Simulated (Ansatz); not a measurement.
Calculated with Ansatz (gas phase, PBE0-D4/def2-TZVP geometries, no zero-point term in ΔE). CCSD(T)/CBS is the MP2 limit (def2-TZVPP, def2-QZVPP) plus CCSD(T) − MP2 in def2-TZVPP, frozen cores. DFT in def2-TZVPP. HSE06 is defined as in plane-wave codes. For Se outer-core shells are correlated without core-valence functions, which leaves a few kJ/mol of doubt a bond. Scalar relativity is left out up to krypton. Each species was taken in one conformer, which may not be the lowest.

Consider the substitution at a C–N bond: `C/C=N/C(=O)O` + H₂Se → `O=C(O)[SeH]` + `CC=N`.

Question: Is it downhill or uphill in electronic energy at CCSD(T)/CBS, and by how much? (An estimate is asked.)

Answer: Ansatz gave: Uphill: ΔE = +0.16 eV.

Question: What do these levels give: revPBE-D4, B97M-V, r2SCANh-D4, HSE06-D4, ωB97M-V, PBE-QIDH, PBE0, r2SCAN0, CAM-B3LYP, RPA@PBE/def2-TZVPP, SCS-MP2/def2-QZVPP, CCSD/CBS(def2)? (An estimate is asked.)

Answer: Ansatz gave: revPBE-D4 0.08, B97M-V 0.20, r2SCANh-D4 0.18, HSE06-D4 0.19, ωB97M-V 0.21, PBE-QIDH 0.21, PBE0 0.19, r2SCAN0 0.22, CAM-B3LYP 0.24, RPA@PBE/def2-TZVPP 0.15, SCS-MP2/def2-QZVPP 0.13, CCSD/CBS(def2) 0.19 eV.

Largest T1 diagnostic among the species: 0.016.

At CCSD(T), def2-SVP lies +0.21 eV from the extrapolated value and def2-TZVPP +0.01 eV. From r2SCAN to r2SCAN0 (25 % exact exchange), in def2-TZVPP and without D4, ΔE moves by +0.07 eV.
